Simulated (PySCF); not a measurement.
**Electric field gradients and quadrupole coupling constants**

Species: C5H6ClNSi.
Structure used (GFN2-xTB), in Å, numbered top down from 1:
```
atom  x, y, z in Å
C1     3.1509    0.6107   -1.1762
C2     2.3046    0.4354   -0.3407
Si3    1.0017    0.1964    0.9503
Cl4    0.9181    1.8509    2.1187
C5    -0.6667   -0.0117    0.0716
C6    -0.7812   -0.0817   -1.2539
C7    -1.8700   -0.0910    0.9171
N8    -2.8826   -0.8162    0.7467
H9     3.8918    0.7606   -1.9085
H10    1.3198   -0.9689    1.7756
H11   -1.7449   -0.1565   -1.7385
H12    0.0763   -0.0337   -1.9037
H13   -1.8717    0.5361    1.8050
H14   -2.8469   -1.4059   -0.0855
```

Field gradients from the PBE0/pcSseg-1 density (PySCF, non-relativistic), principal values in atomic units, ordered |Vxx| ≤ |Vyy| ≤ |Vzz|:

```csv
atom,Vxx,Vyy,Vzz
Cl4,-1.0465,-1.1449,2.1914
N8,0.2990,0.7428,-1.0418
```

Find the asymmetry η = (Vxx − Vyy)/Vzz and the couplings χ = eQV/h (234.96 MHz × Q in barn × V in au), with Q(35Cl) = −0.0817 b, Q(14N) = 0.02044 b.

```tsv
atom	environment	nucleus	η	χzz (MHz)	χxx (MHz)	χyy (MHz)
Cl4	silicon-bound chlorine	35Cl	0.04	-42.07	20.09	21.98
N8	imine nitrogen	14N	0.43	-5.00	1.44	3.57
```

The gradient is axial or nearly so (η below 0.05) at Cl4. The tensor is traceless: Vxx + Vyy + Vzz = 0.

What is Vzz at N8 in SI units (1 au = 9.71736 × 10²¹ V/m²)?

-1.0418 au = -10.124 × 10²¹ V/m².

And the gradient at the other heavy atoms, for which no coupling is worked out here?

| atom | environment | Vzz (au) | η |
| --- | --- | --- | --- |
| C1 | terminal alkyne carbon | -0.378 | 0.06 |
| C2 | alkyne carbon | -0.335 | 0.02 |
| Si3 | chlorine-bound silicon | 0.557 | 0.87 |
| C5 | fully substituted alkene carbon | 0.316 | 0.39 |
| C6 | terminal =CH2 carbon | 0.417 | 0.22 |
| C7 | imine carbon | 0.411 | 0.32 |

Were the hydrogens deuterons (Q(2H) = 0.00286 b), χzz would run from 106 kHz (H10) to 259 kHz (H9).

Geometry: GFN2-xTB, one conformer, isolated molecule. GFN2-xTB bond lengths can be off by several hundredths of an ångström, more for odd bonds, and the gradients follow them. The small basis limits the accuracy of the gradients.

These values come from a run that also computed NMR shieldings. On one thread, Arm Neoverse N1 (aarch64), no GPU (shared host), this took 49 s wall and 0.81 GiB of memory at its peak.
